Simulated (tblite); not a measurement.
Compound: C₆H₁₅NP₂.
Numbering: `[CH3:1][CH:2]([CH3:3])[CH2:4]/[P:5]=[P:6]\[N:7]([CH3:8])[CH3:9]` (hydrogens: H10, H11, H12 on C1; H13 on C2; H14, H15, H16 on C3; H17, H18 on C4; H19, H20, H21 on C8; H22, H23, H24 on C9)

Cartesian coordinates in Å at the GFN2-xTB level; atoms count from 1:
```
atom  x, y, z in Å
C1    -2.5497    0.9561    0.0099
C2    -2.0843   -0.2392    0.8340
C3    -2.5531   -1.5445    0.1942
C4    -0.5596   -0.2433    0.9573
P5     0.0400    1.2407    1.9279
P6     1.8089    1.7984    1.0617
N7     2.1551    0.6192   -0.1482
C8     2.8863    1.1017   -1.3011
C9     2.5513   -0.7204    0.2305
H10   -2.1300    0.9114   -0.9935
H11   -2.2260    1.8862    0.4760
H12   -3.6345    0.9693   -0.0686
H13   -2.5180   -0.1632    1.8374
H14   -2.2498   -2.4011    0.7927
H15   -2.1265   -1.6521   -0.8016
H16   -3.6370   -1.5561    0.1047
H17   -0.1033   -0.2479   -0.0359
H18   -0.2427   -1.1463    1.4878
H19    2.6133    2.1371   -1.4956
H20    2.6144    0.4981   -2.1708
H21    3.9717    1.0396   -1.1629
H22    2.1024   -0.9882    1.1846
H23    3.6401   -0.8049    0.3273
H24    2.2193   -1.4309   -0.5318
```

All values are computed: GFN2-xTB (tblite) harmonic vibrations without scaling, gas phase. The method is semi-empirical: single wavenumbers can be off by several per cent or more. One conformer, not necessarily the lowest.

Harmonic wavenumbers (cm⁻¹): 37.5, 48.5, 76.3, 93.1, 118.6, 162.8, 194.4, 207.4, 214.0, 232.0, 243.0, 281.6, 326.3, 337.5, 385.7, 398.7, 444.0, 626.6, 669.5, 733.7, 802.4, 881.5, 946.8, 978.2, 982.0, 985.0, 1045.6, 1054.5, 1084.3, 1119.0, 1128.8, 1179.7, 1184.1, 1211.6, 1223.5, 1243.2, 1319.0, 1330.4, 1406.5, 1412.2, 1419.6, 1422.4, 1435.5, 1474.1, 1482.7, 1491.0, 1491.9, 1496.1, 1501.6, 1504.7, 1506.6, 2906.1, 2910.2, 2924.6, 2930.8, 2946.7, 2952.9, 2962.6, 3007.1, 3021.2, 3021.9, 3025.7, 3027.4, 3027.9, 3033.5, 3037.2.

A = 1720, B = 650.2, C = 569.6 MHz; mass 163.068 u (most abundant isotopes); point group C1, symmetry number 1.

Problem. What is the zero-point energy?

Solution. Half the sum of the wavenumbers: 44656 cm⁻¹ = 534.20 kJ/mol.

Problem. Entropy at 500 K, 1 bar (ideal gas, RRHO, classical rotation)?

Solution. Translation 183.13, rotation 134.49, vibration 285.94: S = 603.6 J/(mol K).

Problem. And Cp and H(500 K) − H(0)?

Solution. Cp = 287.95 J/(mol K), of which vibrations give 254.69 (their classical limit is 66 R = 548.8); H(500 K) − H(0) = 86.25 kJ/mol without the zero-point energy, 69.62 from vibrations.

Problem. What must be added to the electronic energy to get the Gibbs energy at 500 K and 1 bar?

Solution. ZPE + [H(500 K) − H(0)] − T·S = 534.20 + 86.25 − 301.78 = 318.67 kJ/mol.

Problem. Which modes carry the vibrational entropy at 500 K?

Solution. 37.5 cm⁻¹: 26.83; 48.5 cm⁻¹: 24.69; 76.3 cm⁻¹: 20.94; 93.1 cm⁻¹: 19.29; 118.6 cm⁻¹: 17.29; 162.8 cm⁻¹: 14.69 J/(mol K); the other 60 give 162.20 together.

Problem. Blend soft modes into free rotors: weight 1/[1 + (100 cm⁻¹/ν̃)⁴] for the oscillator and the rest for a rotor with moment μB/(μ + B), μ = h/(8π²ν), B = 10⁻⁴⁴ kg m². What vibrational entropy results?

Solution. 261.20 J/(mol K) in place of 285.94, which changes −T·S at 500 K by +12.37 kJ/mol.

Problem. How do the functions run with temperature in this model?

Solution. 
```json
{"T (K)": "50", "S (J/(mol K))": "263.1", "Cp (J/(mol K))": "66.9", "H − H(0) (kJ/mol)": "2.38", "G − H(0) (kJ/mol)": "-10.78", "ln q(vib)": "0.94"}
{"T (K)": "100", "S (J/(mol K))": "321.2", "Cp (J/(mol K))": "103.8", "H − H(0) (kJ/mol)": "6.67", "G − H(0) (kJ/mol)": "-25.45", "ln q(vib)": "2.85"}
{"T (K)": "298.15", "S (J/(mol K))": "479.4", "Cp (J/(mol K))": "197.8", "H − H(0) (kJ/mol)": "36.97", "G − H(0) (kJ/mol)": "-105.95", "ln q(vib)": "10.61"}
{"T (K)": "373.15", "S (J/(mol K))": "527.5", "Cp (J/(mol K))": "232.9", "H − H(0) (kJ/mol)": "53.13", "G − H(0) (kJ/mol)": "-143.73", "ln q(vib)": "13.29"}
{"T (K)": "750", "S (J/(mol K))": "736.9", "Cp (J/(mol K))": "370.1", "H − H(0) (kJ/mol)": "169.18", "G − H(0) (kJ/mol)": "-383.52", "ln q(vib)": "25.68"}
{"T (K)": "1000", "S (J/(mol K))": "851.6", "Cp (J/(mol K))": "426.0", "H − H(0) (kJ/mol)": "269.12", "G − H(0) (kJ/mol)": "-582.44", "ln q(vib)": "33.08"}
```

q(vib) and H(0) count from the zero-point level.

Hindered rotation and anharmonicity are outside this model. Other conformers, if any are populated, would add a mixing term that is left out. The structure is chiral; the term R ln 2 for an equal mix with its mirror image is left out.

Hardware: one thread, Arm Neoverse N1, shared host. The figure is for the frequency step alone.
